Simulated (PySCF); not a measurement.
## Calculated properties of `[SiH3]C[C@@H]1CCCCS1`

Compound: C6H14SSi.
Numbering: `[SiH3:1][CH2:2][C@@H:3]1[CH2:4][CH2:5][CH2:6][CH2:7][S:8]1` (hydrogens: H9, H10, H11 on Si1; H12, H13 on C2; H14 on C3; H15, H16 on C4; H17, H18 on C5; H19, H20 on C6; H21, H22 on C7)

Structural features include: sulfide, Si–H bond and C–Si bond.

PBE0-D3(BJ)/def2-SVP geometry optimisation, gas phase (PySCF):

```yaml
Point_group: C1
Rotational_constants_A_B_C: 2.680, 0.807, 0.657 GHz
```

**PBE0/def2-SVPD ground state, ΔSCF and vertical TDDFT (core frozen in the response) (PySCF)**

```yaml
Dipole_moment: 1.65 D
HOMO_energy: -6.30 eV
LUMO_energy: 0.41 eV
HOMO–LUMO_gap: 6.71 eV
Lowest_singlet_excitation: 5.35 eV (232 nm, f = 0.001)
Strongest_line_among_the_10_lowest_singlet_transitions: S3 at 6.22 eV (199 nm, f = 0.033)
Lowest_triplet_excitation_Tamm–Dancoff: 4.91 eV
Static_isotropic_polarisability: 119.8 au
Vertical_ionisation_energy: 8.23 eV
Electronic_spatial_extent_⟨r²⟩_about_the_centre_of_nuclear_charge: 1793 bohr²
```

From KT2/pcSseg-1 ground state and GIAO shieldings, non-relativistic (PySCF):

```yaml
13C_chemical_shifts_computed_TMS_as_zero_by_class: 48.6 (C3), 39.2 (C4), 37.6 (C7), 31.3 (C5), 30.7 (C6), 17.6 (C2) ppm
1H_chemical_shifts_computed_TMS_as_zero_by_class: 3.93 (H9/H10/H11), 2.87 (H22), 2.62 (H14), 2.43 (H21), 2.04 (H16), 1.86 (H17), 1.79 (H20), 1.39 (H19), 1.24 (H18), 1.11 (H12), 1.05 (H15), 0.82 (H13) ppm
Isotropic_shieldings_of_nuclei_other_than_C_and_H_by_class: 432 (Si1), 445 (S8) ppm
```

Monoisotopic mass from the formula: 146.0585 u.

The vertical singlet–triplet gap S1 − T1 is 0.44 eV (TDDFT singlet less Tamm–Dancoff triplet; S1: HOMO→LUMO, weight 0.45, beside HOMO→LUMO+1, weight 0.38; T1: HOMO→LUMO, weight 0.36, beside HOMO→LUMO+1, weight 0.34). The dipole matches unit charges of opposite sign 0.34 Å apart (1 e·Å = 4.8032 D). The ΔSCF ionisation energy exceeds −ε(HOMO) by 1.93 eV with PBE0. A dipole of 1.65 D is allowed in C1, and pure rotational transitions are dipole-allowed. No computed singlet falls in the visible range (750 to 380 nm, 1.65 to 3.26 eV); S1 lies 2.09 eV above its blue end. With B = h/(8π²I), that is 505.379 GHz u Å² over I, the principal moments of inertia are 188.5, 626.3 and 769.6 u Å² (most abundant isotopes). The principal polarisabilities are 98.9, 115.0 and 145.4 au; their mean is the isotropic value. The largest Löwdin shares of the HOMO are 0.68 on S8, 0.09 on C7 and 0.09 on C3.

 NMR classes are plain means over equivalent atoms (diastereotopic ones count apart unless rotation or inversion swaps them), as if these changed places fast; in this geometry the members of some classes differ.

One conformer stands for the species.
